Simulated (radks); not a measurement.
The ruthenium ion Ru2+ inside a hard spherical wall (all orbitals vanish at R), configuration held at [Kr] 4d6 and not refilled when levels cross. All-electron calculation, scalar-relativistic Kohn-Sham, PBE, spin-polarised, spherical densities, finite nucleus; open shells are filled with parallel spins first (spin-orbit coupling, left out, can overturn this in heavy ions); Fermi nuclear charge, rms radius 4.4809 fm. Program: a radial shooting solver on a logarithmic mesh with Libxc functionals. Eigenvalues in eV for spin up, with the zero of energy where the potential of the charges vanishes at infinity; a dash marks a level that is unbound or too diffuse for the functional's potential to be trusted. A positive occupied level is held by the wall or, in an anion where self-interaction has pushed it up, behind a barrier. The pressure on the wall is -dE/dV.

R (bohr),E (hartree),kinetic (hartree),e(3d),e(4s),e(4p),e(4d),"e(5s, empty)","e(5p, empty)",pressure (GPa)
free,-4529.84944,4684.202,-293.44,-97.549,-67.545,-25.297,-19.670,-13.886,0
20,-4529.84944,4684.202,-293.44,-97.549,-67.545,-25.297,-19.670,-13.886,< 0.0001
15,-4529.84944,4684.202,-293.44,-97.549,-67.545,-25.297,-19.670,-13.886,< 0.0001
12,-4529.84944,4684.202,-293.44,-97.549,-67.545,-25.297,-19.670,-13.886,< 0.0001
6,-4529.84872,4684.211,-293.39,-97.509,-67.507,-25.262,-19.519,-13.372,0.105
3.5,-4529.68797,4685.239,-289.99,-94.740,-64.875,-22.455,-11.106,-0.544,66.5
3,-4529.36396,4686.976,-285.82,-91.619,-61.860,-18.831,-0.574,12.993,286
1.5,-4503.33517,4785.303,-187.64,-7.825,30.105,92.007,307.99,342.04,88300
